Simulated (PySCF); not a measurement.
Spectrum to structure. Level of theory: PySCF, TDDFT CAM-B3LYP/def2-SVPD, vertical, gas phase, core orbitals frozen in the response. Geometries: GFN2-xTB, one conformer each.

| state | E (eV) | f | main configurations (H = HOMO, L = LUMO) |
| --- | --- | --- | --- |
| S1 | 6.55 | 0.033 | H→L (88%) |
| S2 | 6.92 | 0.151 | H→L+1 (90%) |
| S3 | 7.32 | 0.030 | H→L+2 (64%), H→L+3 (14%) |
| S4 | 7.39 | 0.0049 | H→L+4 (51%), H→L+3 (23%) |
| S5 | 7.74 | 0.045 | H→L+3 (30%), H→L+4 (17%), H→L+2 (16%) |
| S6 | 7.84 | 0.0012 | H-1→L+1 (11%), H-2→L (10%), H→L+4 (8%) |
| S7 | 8.03 | 0.0072 | H→L+5 (54%), H→L+2 (10%), H→L+7 (9%) |
| S8 | 8.12 | 0.0014 | H-1→L+1 (22%), H→L+6 (17%) |

Triplets computed (Tamm–Dancoff): 4.55, 6.46, 6.53 eV.

Problem. Which structure fits? All have the formula C6H6FNO.
A. `C#C[C@@H]1C(=O)NC[C@@H]1F`
B. `C#C/C(=C\F)C(=O)NC`
C. `N#C[C@@H]1C=C(F)OCC1`

Solution. C. Its S1, at 6.55 eV, is the highest among the candidates; the nearest of the others has S1 at 5.68 eV. S1 is HOMO→LUMO (88%). Löwdin shares by element: HOMO carbon 58% or more, oxygen 19%, fluorine 6% (atoms not listed hold the other 17%); LUMO carbon 22% or more, hydrogen 19% or more (atoms not listed hold the other 59%). At the same level the other candidates give, for their lowest levels:
- `C#C/C(=C\F)C(=O)NC`: 4.96 eV (f 0.000); 5.51 eV (f 0.099); 5.90 eV (f 0.239); 5.92 eV (f 0.000); 6.10 eV (f 0.000); T1 3.34 eV; HOMO -8.74, LUMO -0.49 eV
- `C#C[C@@H]1C(=O)NC[C@@H]1F`: 5.68 eV (f 0.006); 6.50 eV (f 0.000); 6.72 eV (f 0.001); 6.81 eV (f 0.004); 7.10 eV (f 0.022); T1 5.16 eV; HOMO -8.93, LUMO 0.98 eV
